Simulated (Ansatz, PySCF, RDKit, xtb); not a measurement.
Dimer: CH4 (SMILES C) (first 5 atoms) with H4OSi (SMILES O[SiH3]); geometry from B3LYP-D3(BJ)/def2-TZVP, rigid monomers moved along the line of their centres of mass till C1···H8 is 3.52 Å.
(charge 0, multiplicity 1):
```xyz
11

C      0.1916    -0.0203     0.4859
H     -0.7643    -0.2195     0.9682
H      0.0641    -0.0530    -0.5948
H      0.5468     0.9708     0.7689
H      0.9156    -0.7816     0.7778
O      0.9335     0.2680     4.8235
Si    -0.6312     0.1325     5.3346
H      1.0977     0.2386     3.8775
H     -1.4805     1.2244     4.7966
H     -0.5856     0.2126     6.8079
H     -1.2345    -1.1584     4.9186
```

Interaction energies are E(AB) − E(A) − E(B) at the monomers' geometry in the complex; basis-set methods are counterpoise corrected. Rows marked so take none. RDKit's UFF carries no charges.

Rows in 6-31G* carry no dispersion term and start afresh at each structure (6-31G* with six Cartesian d functions).

Run with Ansatz (a quantum-chemistry and plane-wave program) with Gaussian orbitals; PySCF for 6-31G* rows, the dispersion terms; RDKit for the force fields; xtb for the GFN methods. Each number belongs to the level named beside it.

```tsv
level	interaction energy (kJ/mol)
UFF	-2.5
GFN1-xTB	-1.8
HF/aug-cc-pV(D+d)Z	-0.8
r2SCAN-D3(BJ)/def2-TZVPPD	-2.8
B3LYP/6-31G*	-0.7
B3LYP/6-31G* (no counterpoise)	?
B3LYP-D3(BJ)/def2-TZVPPD	-2.8
wB97X-V/def2-TZVPPD	-2.5
wB97M-V/def2-TZVPPD	-2.5
```

### Question
Complete the blanks.

### Answer

- B3LYP/6-31G* (no counterpoise), interaction energy (kJ/mol): -1.3
